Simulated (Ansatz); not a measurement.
`BBBr` + HCl → `BBCl` + HBr at 700 K and 1 bar (ligand exchange at a B–Br bond).

Isolated molecules relaxed with PBE0-D4/def2-TZVP in Ansatz; ΔE leaves out vibrations. CBS: MP2 limit from def2 TZ/QZ plus the TZ coupled-cluster correction, frozen cores. This one scheme is used for every species. For Br outer-core shells are correlated without core-valence functions, which leaves a few kJ/mol of doubt a bond. Scalar relativity is left out up to krypton.

```
species  CCSD(T)/CBS energy (Eh)  H − E (kJ/mol)  S (J/(mol·K))
 `BBBr`              -2624.69394           133.9          363.3
    HCl               -460.38127            38.4          211.8
 `BBCl`               -511.15624           134.3          349.6
    HBr              -2573.91920            36.5          223.7
```

H − E and S are ideal-gas, rigid-rotor, harmonic terms from PBE0-D4/def2-TZVP. 1 Eh = 2625.50 kJ/mol, R = 8.31446 J/(mol·K).

Q: By hand: ΔE, ΔH, ΔS and ΔG.

A: ΔE = (-511.15624) + (-2573.91920) − (-2624.69394) − (-460.38127) = -0.00023 Eh = -0.6 kJ/mol. Δ(H − E) = 134.3 + 36.5 − 133.9 − 38.4 = -1.5, so ΔH = -2.1 kJ/mol. ΔS = 349.6 + 223.7 − 363.3 − 211.8 = -1.8 J/(mol·K). ΔG = -2.1 − 700 × (-1.8)/1000 = -0.8 kJ/mol.

Q: By hand: the equilibrium constant, and the temperature at which ΔG would vanish if ΔH and ΔS stayed fixed.

A: log₁₀ K = −ΔG/(RT ln 10) = 0.1. ΔG = 0 at ΔH/ΔS = 1167 K, though so small a ΔH makes that figure unsure.

TΔS isn't small against ΔH here. The sign of ΔG lies within the doubt. A doubt of 5 kJ/mol in ΔE shifts log₁₀ K by 0.4 here. These are equilibria of isolated gas molecules and say nothing of rates. Largest T1 diagnostic: 0.012 (customary marks: 0.02 for closed shells, 0.045 for open ones).
